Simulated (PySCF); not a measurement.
Species: C₂H₁₁NSi₂.
Bonds: C1–N2, N2–C3, N2–Si4, Si4–Si5. Hydrogens: H6, H7, H8 on C1; H9, H10, H11 on C3; H12, H13 on Si4; H14, H15, H16 on Si5.

The same species was optimised twice, with GFN2-xTB and with PBE0-D3(BJ)/def2-SVP (PySCF), and the same property calculations (PySCF, gas phase) were run on both structures.

```csv
coordinate,GFN2-xTB,PBE0-D3(BJ)/def2-SVP,change
Si4–Si5 (Å),2.317,2.360,+0.043
Si5–H15 (Å),1.466,1.498,+0.032
Si5–H14 (Å),1.470,1.498,+0.028
Si5–H16 (Å),1.470,1.498,+0.028
Si4–H13 (Å),1.470,1.497,+0.027
Si4–H12 (Å),1.470,1.497,+0.027
C3–H11 (Å),1.087,1.101,+0.014
C1–H8 (Å),1.087,1.101,+0.014
C1–H6 (Å),1.094,1.106,+0.012
C3–H10 (Å),1.094,1.106,+0.012
C1–H7 (Å),1.099,1.110,+0.011
C3–H9 (Å),1.099,1.110,+0.011
N2–Si4 (Å),1.730,1.742,+0.012
N2–C3 (Å),1.440,1.441,+0.001
C1–N2 (Å),1.440,1.441,+0.001
N2–Si4–H13 (°),102.9,108.1,+5.2
N2–Si4–H12 (°),102.8,108.0,+5.2
Si5–Si4–H13 (°),112.8,108.4,-4.4
Si5–Si4–H12 (°),112.6,108.7,-3.9
Si4–Si5–H16 (°),113.4,110.3,-3.1
Si4–Si5–H14 (°),113.4,110.4,-3.0
H14–Si5–H16 (°),104.7,107.6,+2.9
H14–Si5–H15 (°),106.0,108.2,+2.2
C1–N2–Si4–Si5 (°),74,78,+4
```

Rotational constants: A = 4739, B = 1571, C = 1558 MHz (GFN2-xTB) against A = 4591, B = 1552, C = 1536 MHz (PBE0-D3(BJ)/def2-SVP). Atoms that the bonding makes alike are paired by their places after alignment.

On the GFN2-xTB structure: lowest singlet, TDDFT (eV) 5.17 [CAM-B3LYP/def2-SVPD]; lowest triplet, Tamm–Dancoff (eV) 4.82 [CAM-B3LYP/def2-SVPD]; isotropic polarisability (au) 90.6 [CAM-B3LYP/def2-SVPD]; HOMO (eV) -7.56 [CAM-B3LYP/def2-SVPD]; LUMO (eV) 0.86 [CAM-B3LYP/def2-SVPD]; dipole (D) 0.80 [CAM-B3LYP/def2-SVPD]; HOMO (eV) -6.22 [PBE0/pcSseg-1]; LUMO (eV) -0.09 [PBE0/pcSseg-1]; dipole (D) 0.92 [PBE0/pcSseg-1]; GIAO shielding of C1/C3 (mean) (ppm) 144.2 [PBE0/pcSseg-1]; GIAO shielding of N2 (ppm) 260.0 [PBE0/pcSseg-1]; GIAO shielding of Si4 (ppm) 385.5 [PBE0/pcSseg-1]; GIAO shielding of Si5 (ppm) 483.8 [PBE0/pcSseg-1].

Question: What do these properties become on the PBE0-D3(BJ)/def2-SVP structure?

Answer: 
| property | level | on GFN2-xTB | on PBE0-D3(BJ)/def2-SVP | change |
| --- | --- | --- | --- | --- |
| lowest singlet, TDDFT (eV) | CAM-B3LYP/def2-SVPD | 5.17 | 5.27 | +0.10 |
| lowest triplet, Tamm–Dancoff (eV) | CAM-B3LYP/def2-SVPD | 4.82 | 4.92 | +0.10 |
| isotropic polarisability (au) | CAM-B3LYP/def2-SVPD | 90.6 | 93.4 | +2.8 |
| HOMO (eV) | CAM-B3LYP/def2-SVPD | -7.56 | -7.52 | +0.04 |
| LUMO (eV) | CAM-B3LYP/def2-SVPD | 0.86 | 0.96 | +0.10 |
| dipole (D) | CAM-B3LYP/def2-SVPD | 0.80 | 0.98 | +0.18 |
| energy, GFN2-xTB geometry as zero (kcal/mol) | CAM-B3LYP/def2-SVPD | 0.0 | -2.7 | -2.7 |
| HOMO (eV) | PBE0/pcSseg-1 | -6.22 | -6.21 | +0.01 |
| LUMO (eV) | PBE0/pcSseg-1 | -0.09 | 0.10 | +0.19 |
| dipole (D) | PBE0/pcSseg-1 | 0.92 | 1.11 | +0.19 |
| energy, GFN2-xTB geometry as zero (kcal/mol) | PBE0/pcSseg-1 | 0.0 | -2.6 | -2.6 |
| GIAO shielding of C1/C3 (mean) (ppm) | PBE0/pcSseg-1 | 144.2 | 144.0 | -0.2 |
| GIAO shielding of N2 (ppm) | PBE0/pcSseg-1 | 260.0 | 262.6 | +2.6 |
| GIAO shielding of Si4 (ppm) | PBE0/pcSseg-1 | 385.5 | 385.0 | -0.5 |
| GIAO shielding of Si5 (ppm) | PBE0/pcSseg-1 | 483.8 | 472.3 | -11.5 |

The heavy atoms differ by 0.025 Å rms after alignment (one structure mirrored). Among all bonds Si4–Si5 changes most (+0.043 Å). Changes are differences of the printed values. Neither structure is proved a minimum here.

The values belong to the conformer `[CH3:1][N:2]([CH3:3])[SiH2:4][SiH3:5]`: C1–N2–Si4–Si5 78°.
